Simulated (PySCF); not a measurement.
# A survey of ²⁹Si NMR shifts

PySCF 2.14 calculation with GIAO PBE0/pcSseg-1 shieldings and structure optimised with GFN2-xTB; a single conformation, gas phase, rapidly exchanging positions averaged, no relativistic terms.

Shieldings were converted by a linear fit to measured shifts: ²⁹Si (scatter 8.9 ppm rms, 25.8 ppm with the 6 outliers that the fit left out vs TMS, solution or neat liquid). Occasional misses reach two or three times the rms, and more in compound classes unlike the fitted ones.

Problem. Give the ²⁹Si shifts of `O=C(CO[SiH3])C1CCCC1`, `CCO[C@H]1C=C(OC)C[SiH2]1`, `C[Si@@H]1C[SiH2][C@H]1C#C[SiH3]`, `CC(=O)O[SiH2]C(C)=C(C)C`, `CC#C[C@H]1[SiH2]C[SiH2][SiH2]1`, `C1=C(C2CCC2)S[SiH2]1`, `C#CC([SiH3])([SiH3])[SiH2]C=C`.

Solution. 
| compound | environment | δ (ppm) |
| --- | --- | --- |
| O=C(CO[SiH3])C1CCCC1 | silicon bonded to O, 3 H | -42.2 |
| CCO[C@H]1C=C(OC)C[SiH2]1 | silicon bonded to 2 C, 2 H, in a 5-membered ring | -37.2 |
| [CH3:1][Si@@H:2]1[CH2:3][SiH2:4][C@H:5]1[C:6]#[C:7][SiH3:8] | Si2: silicon bonded to 3 C, H, in a 4-membered ring | -4.0 |
| [CH3:1][Si@@H:2]1[CH2:3][SiH2:4][C@H:5]1[C:6]#[C:7][SiH3:8] | Si4: silicon bonded to 2 C, 2 H, in a 4-membered ring | -30.9 |
| [CH3:1][Si@@H:2]1[CH2:3][SiH2:4][C@H:5]1[C:6]#[C:7][SiH3:8] | Si8: silicon bonded to C, 3 H | -90.3 |
| CC(=O)O[SiH2]C(C)=C(C)C | silicon bonded to C, O, 2 H | -35.1 |
| [CH3:1][C:2]#[C:3][C@H:4]1[SiH2:5][CH2:6][SiH2:7][SiH2:8]1 | Si5: silicon bonded to 2 C, 2 H, in a 5-membered ring | -26.5 |
| [CH3:1][C:2]#[C:3][C@H:4]1[SiH2:5][CH2:6][SiH2:7][SiH2:8]1 | Si8: silicon bonded to C, Si, 2 H, in a 5-membered ring | -55.8 |
| [CH3:1][C:2]#[C:3][C@H:4]1[SiH2:5][CH2:6][SiH2:7][SiH2:8]1 | Si7: silicon bonded to C, Si, 2 H, in a 5-membered ring | -67.7 |
| C1=C(C2CCC2)S[SiH2]1 | silicon bonded to C, S, 2 H, in a 4-membered ring | -42.0 |
| [CH:1]#[C:2][C:3]([SiH3:4])([SiH3:5])[SiH2:6][CH:7]=[CH2:8] | Si6: silicon bonded to 2 C, 2 H | -33.6 |
| [CH:1]#[C:2][C:3]([SiH3:4])([SiH3:5])[SiH2:6][CH:7]=[CH2:8] | Si4/5: silicon bonded to C, 3 H (×2) | -57.4 |
